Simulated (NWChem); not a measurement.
All runs are NWChem calculations. System: C₂H₅BO₂, charge 0, spin multiplicity 1, at a geometry optimised with PBE0/def2-SVP. The structure started from a generated list of species. Level: MP2/def2-TZVP, 5 core orbitals frozen.

Input file:

```
start mol
memory heap 200 mb stack 800 mb global 1000 mb
geometry units angstroms nocenter noautoz noautosym
  B     -1.389075     1.345191     0.482010
  H     -0.886875     1.653851     1.532970
  H     -2.412229     1.822116     0.057898
  O     -0.829629     0.371046    -0.293179
  C      0.397019    -0.194318    -0.025584
  C      0.498639    -1.557660    -0.632139
  O      1.247928     0.377857     0.582724
  H      1.483626    -1.988155    -0.422069
  H      0.336186    -1.488503    -1.717989
  H     -0.295670    -2.204620    -0.230886
end
basis spherical
  * library def2-tzvp
end
scf
  rhf
  nopen 0
  maxiter 100
  thresh 1e-7
  semidirect memsize 60000000 filesize 0
end
mp2
  freeze core 5
end
task mp2 energy
```

Output (cleaned and shortened):

```
             Northwest Computational Chemistry Package (NWChem) 7.3.0
             --------------------------------------------------------

                                NWChem Input Module
                                -------------------

 Scaling coordinates for geometry "geometry" by  1.889725989
 (inverse scale =  0.529177249)

                             Geometry "geometry" -> ""
                             -------------------------

 Output coordinates in angstroms (scale by  1.889725989 to convert to a.u.)

  No.       Tag          Charge          X              Y              Z
 ---- ---------------- ---------- -------------- -------------- --------------
    1 B                    5.0000    -1.38907500     1.34519100     0.48201000
    2 H                    1.0000    -0.88687500     1.65385100     1.53297000
    3 H                    1.0000    -2.41222900     1.82211600     0.05789800
    4 O                    8.0000    -0.82962900     0.37104600    -0.29317900
    5 C                    6.0000     0.39701900    -0.19431800    -0.02558400
    6 C                    6.0000     0.49863900    -1.55766000    -0.63213900
    7 O                    8.0000     1.24792800     0.37785700     0.58272400
    8 H                    1.0000     1.48362600    -1.98815500    -0.42206900
    9 H                    1.0000     0.33618600    -1.48850300    -1.71798900
   10 H                    1.0000    -0.29567000    -2.20462000    -0.23088600

 Effective nuclear repulsion energy (a.u.)     163.0023440491

            Nuclear Dipole moment (a.u.)
            ----------------------------
        X                 Y               Z
 ---------------- ---------------- ----------------
     0.0000056692    -0.0000000000    -0.0000075589


 Summary of "ao basis" -> "" (spherical)
 ------------------------------------------------------------------------------
       Tag                 Description            Shells   Functions and Types
 ---------------- ------------------------------  ------  ---------------------
 *                         def2-tzvp                  on all atoms
[...]
  Active beta occupied  =     14
  Active alpha virtual  =    166
  Active beta virtual   =    166
  Use MO symmetry       = F
  Use skeleton AO sym   = F

  AO/Fock/Back tols     =   1.0D-09  1.0D-09  1.0D-09

 GA uses MA = F    GA memory limited = T

 Available:
  local mem=  1.15D+08
 global mem=  1.31D+08
 local disk=  0.00D+00
  mp2_memr nvloc                   166
  nvloc new                   166
   1 passes of  14:        5242880                     185972                 132007322.
   1 passes of  14: M    114681633           G      131003550           F     109438753.
  mp2_memr nvloc                   166
  nvloc new                   166
   2 passes of   7:        5242880                     127895                  66032913.
   2 passes of   7: M    114681633           G      131003550           F     109438753.

 Semi-direct pass number   1 of   2  for RHF alpha+beta  at      156.0s
  vrange nnbf                 16699
  mp2_eaftype                   251  avail_ma_in_mb                   999
 EAF : mp2_eaftype filesize         251   33016456.
  mp2_eaf for mointskh                    251
Node 0 wrote    155.2 Mb in      0.1 s     Agg I/O rate:  1916.9 Mb/s
 Done moints_semi at      182.7s
  mp2_eaftype                   251  avail_ma_in_mb                   748
 EAF : mp2_eaftype filesize         251   33016456.
  mp2_eaf for kh                   251
 Done maket at      183.6s
 Semi-direct pass number   2 of   2  for RHF alpha+beta  at      183.6s
  vrange nnbf                 16699
  mp2_eaftype                   251  avail_ma_in_mb                   748
 EAF : mp2_eaftype filesize         251   33016456.
  mp2_eaf for mointskh                    251
Node 0 wrote    155.2 Mb in      0.1 s     Agg I/O rate:  1855.8 Mb/s
 Done moints_semi at      209.6s
  mp2_eaftype                   251  avail_ma_in_mb                   748
 EAF : mp2_eaftype filesize         251   33016456.
  mp2_eaf for kh                   251
 Done maket at      210.6s
 Done multipass loop at      210.6s

          -------------------------------------------
          SCF energy                -253.207913362274
          Correlation energy          -0.874546204411
          Singlet pairs               -0.554546888911
          Triplet pairs               -0.319999315500
          Total MP2 energy          -254.082459566685
          -------------------------------------------

          ---------------------------------------------------
                    Spin Component Scaled (SCS) MP2
          Same spin pairs                     -0.213332877000
          Same spin scaling factor             0.333333333333
          Opposite spin pairs                 -0.661213327411
          Opposite spin scaling fact.          1.200000000000
          SCS-MP2 correlation energy          -0.864566951893
          Total SCS-MP2 energy              -254.072480314168
          ---------------------------------------------------

 -----------------------
 Performance information
 -----------------------

 Timer overhead =  2.28D-07 seconds/call

               Nr. of calls         CPU time (s)                 Wall time (s)                GFlops
             ---------------    -------------------     ------------------------------   -------------------
Name         Min   Avg   Max    Min     Avg     Max     Min     Avg     Max   Mx/calls   Min     Max     Sum
mp2: moin     2     2     2    53.     53.     53.      53.     53.     53.     26.      0.0     0.0     0.0
mp2: make     2     2     2    1.9     1.9     1.9      1.9     1.9     1.9    0.97      0.0     0.0     0.0
mp2: tota     1     1     1    55.     55.     55.      55.     55.     55.     55.      0.0     0.0     0.0

 The average no. of pstat calls per process was 5.00D+00
 with a timing overhead of 1.14D-06s

 Task  times  cpu:      210.5s     wall:      210.5s

 Total times  cpu:      210.6s     wall:      210.6s
```
